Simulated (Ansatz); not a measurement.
Total energies of BMe2F (C2H6BF) from Ansatz at r2SCAN-D4/def2-TZVP, gas phase (1 Eh = 27.2114 eV = 2625.5 kJ/mol). The reference geometry is relaxed at r2SCAN-D4/def2-SVP.

```tsv
atom	x (Å)	y (Å)	z (Å)
B1	0.0215	-0.2311	0.5017
C2	0.0363	1.3340	0.4300
H3	-1.0179	1.6720	0.4444
H4	0.4690	1.7239	-0.5040
H5	0.5294	1.8030	1.2950
C6	-0.0495	-1.1904	-0.7352
H7	0.9925	-1.4338	-1.0195
H8	-0.5129	-0.7326	-1.6222
H9	-0.5421	-2.1485	-0.5085
F10	0.0737	-0.7965	1.7182
```

```json
{"state": "charge 0 singlet", "geometry": "reference", "energy (Eh)": "-204.56609"}
{"state": "charge 1 doublet", "geometry": "reference", "energy (Eh)": "-204.17014"}
{"state": "free B atom (doublet)", "geometry": "–", "energy (Eh)": "-24.63675"}
{"state": "free C atom (triplet)", "geometry": "–", "energy (Eh)": "-37.83292"}
{"state": "free H atom (doublet)", "geometry": "–", "energy (Eh)": "-0.49993"}
{"state": "free F atom (doublet)", "geometry": "–", "energy (Eh)": "-99.72763"}
```

(1) Work out the vertical ionisation energy to the doublet.

(2) What is the binding energy per atom against free atoms?

(1) E(charge 1 doublet) − E(charge 0 singlet) = -204.17014 − (-204.56609) = 0.39595 Eh = 10.77 eV. For comparison, −ε of the highest occupied level is 7.50 eV at this level, 3.27 eV less.

(2) Atoms: 1 × (-24.63675) + 2 × (-37.83292) + 6 × (-0.49993) + 1 × (-99.72763) = -203.02980 Eh. Binding: -203.02980 − (-204.56609) = 1.53629 Eh = 41.80 eV, or 4.18 eV for each of 10 atoms (no zero-point energy, no counterpoise term).
